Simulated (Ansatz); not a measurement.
AsF2H3Si, SMILES F[SiH](F)[AsH2].

Geometry optimised at B3LYP-D3(BJ)/def2-SVP.

Two levels are set side by side: PBE/def2-SVPD (Ansatz, a first-principles code) and PBE0/def2-SVPD (Ansatz). Energy differences of separate SCF runs at the same geometry; the states with an electron removed or added have multiplicity 2 and 2. Differences are taken from unrounded values.

```
quantity                            PBE0
---------------------------------  -----
vertical ionisation energy (eV)    10.26
vertical singlet–triplet gap (eV)   5.53
```

What does PBE give, and how far is it from PBE0? (An estimate is asked for; the answer gives what the named calculation found.)


```csv
quantity,PBE,PBE minus PBE0
vertical ionisation energy (eV),10.07,-0.19
vertical singlet–triplet gap (eV),5.39,-0.14
```
